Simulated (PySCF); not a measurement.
## Cs₃Te⁺: one-bond stretch

Level of theory: PBE0 in PySCF with Te def2-TZVP with ECP28, Cs def2-TZVP with ECP46; scalar-relativistic core potentials, no spin–orbit coupling; density-fitted integrals.

Rigid scan from the singlet minimum (Te–Cs 3.443 Å (×3); Cs–Te–Cs 120.0° (×3)). Coordinate: the bond from Te to the last atom (Cs) scaled, the rest fixed. Energies in kJ/mol from the minimum.

Question: Predict the curve at 0.92, 0.96, 1.00, 1.05, 1.12, 1.20, 1.35, 1.55, 1.80, 2.20.

Answer: 
```json
{"scale of one bond": "0.92", "E (kJ/mol)": "12.2", "dipole size (D, about the centre of mass)": "1.24"}
{"scale of one bond": "0.96", "E (kJ/mol)": "2.7", "dipole size (D, about the centre of mass)": "0.62"}
{"scale of one bond": "1.00", "E (kJ/mol)": "0.0", "dipole size (D, about the centre of mass)": "0.00"}
{"scale of one bond": "1.05", "E (kJ/mol)": "2.9", "dipole size (D, about the centre of mass)": "0.78"}
{"scale of one bond": "1.12", "E (kJ/mol)": "13.5", "dipole size (D, about the centre of mass)": "1.89"}
{"scale of one bond": "1.20", "E (kJ/mol)": "29.7", "dipole size (D, about the centre of mass)": "3.16"}
{"scale of one bond": "1.35", "E (kJ/mol)": "61.4", "dipole size (D, about the centre of mass)": "5.54"}
{"scale of one bond": "1.55", "E (kJ/mol)": "96.8", "dipole size (D, about the centre of mass)": "–"}
{"scale of one bond": "1.80", "E (kJ/mol)": "128.1", "dipole size (D, about the centre of mass)": "–"}
{"scale of one bond": "2.20", "E (kJ/mol)": "157.3", "dipole size (D, about the centre of mass)": "–"}
```

At long bonds a restricted determinant can lie too high, and another spin state can fall below this curve.
